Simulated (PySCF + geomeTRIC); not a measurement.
These are TPSSh-D3(BJ)/def2-TZVP run with PySCF + geomeTRIC values and carry that method's errors. fastk is a local helper that only speeds up exchange builds. No frequencies were computed at this level.

```python
import json, numpy as np
from pyscf import gto, dft
from fastk import lowrank_exchange
atoms = """
O     -1.352090    -0.953046     0.133962
Al    -0.000267     0.000387     0.001220
O      1.485699    -0.697331    -0.240042
O     -0.135483     1.650374     0.110728
H     -1.527581    -1.883132     0.103168
H      2.372946    -0.383895    -0.346874
H     -0.843225     2.266643     0.237837
"""
def scf(charge, spin, dm0=None):
    mol = gto.M(atom=atoms, basis='def2-tzvp', ecp={}, charge=charge, spin=spin, verbose=3, max_memory=5040)
    mf = dft.KS(mol, xc='tpssh').density_fit(auxbasis="def2-universal-jkfit")
    mf.disp = 'd3bj'
    mf.grids.level = 3
    mf.conv_tol = 1e-8
    mf.max_cycle = 60
    mf.kernel(dm0)
    if not mf.converged:
        mf = mf.newton().run(mf.mo_coeff, mf.mo_occ).undo_soscf()
    return mf
mf = scf(0, 0)
from pyscf.geomopt.geometric_solver import kernel as optimize
path = []
done, mol = optimize(mf, maxsteps=80, assert_convergence=False, callback=lambda env: path.append((env["energy"], bool(env["g_scanner"].converged))))
res = dict(converged=bool(done and path[-1][1]), energy=path[-1][0], path=[e for e, c in path], xyz=mol.atom_coords(unit="Angstrom").tolist(), nao=mol.nao)
json.dump(res, open("result.json", "w"))
```

Output:

```
converged SCF energy = -470.196027106176
Geometry optimization cycle 1
converged SCF energy = -470.196027106145
cycle 1: E = -470.196027106  dE = -470.196  norm(grad) = 0.0303101
Geometry optimization cycle 2
converged SCF energy = -470.197969520176
cycle 2: E = -470.19796952  dE = -0.00194241  norm(grad) = 0.0157277
Geometry optimization cycle 3
converged SCF energy = -470.199805427177
cycle 3: E = -470.199805427  dE = -0.00183591  norm(grad) = 0.00634613
Geometry optimization cycle 4
converged SCF energy = -470.200337382896
cycle 4: E = -470.200337383  dE = -0.000531956  norm(grad) = 0.00582631
Geometry optimization cycle 5
converged SCF energy = -470.200415504577
cycle 5: E = -470.200415505  dE = -7.81217e-05  norm(grad) = 0.00221216
Geometry optimization cycle 6
converged SCF energy = -470.200427178695
cycle 6: E = -470.200427179  dE = -1.16741e-05  norm(grad) = 0.000113353
Geometry optimization cycle 7
converged SCF energy = -470.200427299091
cycle 7: E = -470.200427299  dE = -1.20396e-07  norm(grad) = 8.64913e-05
<class 'geometric.internal.Distance'> : 6
<class 'geometric.internal.Angle'> : 5
<class 'geometric.internal.OutOfPlane'> : 1
<class 'geometric.internal.Dihedral'> : 6
<class 'geometric.internal.TranslationX'> : 1
<class 'geometric.internal.TranslationY'> : 1
<class 'geometric.internal.TranslationZ'> : 1
<class 'geometric.internal.RotationA'> : 1
<class 'geometric.internal.RotationB'> : 1
<class 'geometric.internal.RotationC'> : 1
Step    0 : Gradient = 1.146e-02/1.510e-02 (rms/max) Energy = -470.1960271061
Step    1 : Displace = 1.719e-02/2.367e-02 (rms/max) Trust = 1.000e-01 (=) Grad = 5.945e-03/8.227e-03 (rms/max) E (change) = -470.1979695202 (-1.942e-03) Quality = 1.494
Step    2 : Displace = 3.990e-02/4.503e-02 (rms/max) Trust = 1.414e-01 (+) Grad = 2.399e-03/3.610e-03 (rms/max) E (change) = -470.1998054272 (-1.836e-03) Quality = 1.349
Step    3 : Displace = 3.626e-02/4.644e-02 (rms/max) Trust = 2.000e-01 (+) Grad = 2.202e-03/2.746e-03 (rms/max) E (change) = -470.2003373829 (-5.320e-04) Quality = 1.108
Step    4 : Displace = 6.311e-03/8.557e-03 (rms/max) Trust = 2.828e-01 (+) Grad = 8.361e-04/1.149e-03 (rms/max) E (change) = -470.2004155046 (-7.812e-05) Quality = 1.349
Step    5 : Displace = 2.412e-03/2.709e-03 (rms/max) Trust = 3.000e-01 (+) Grad = 4.284e-05/6.123e-05 (rms/max) E (change) = -470.2004271787 (-1.167e-05) Quality = 0.960
Step    6 : Displace = 2.057e-04/2.667e-04 (rms/max) Trust = 3.000e-01 (=) Grad = 3.269e-05/5.189e-05 (rms/max) E (change) = -470.2004272991 (-1.204e-07) Quality = 0.565
Converged! =D
```

Cost: very roughly 50 core-seconds.
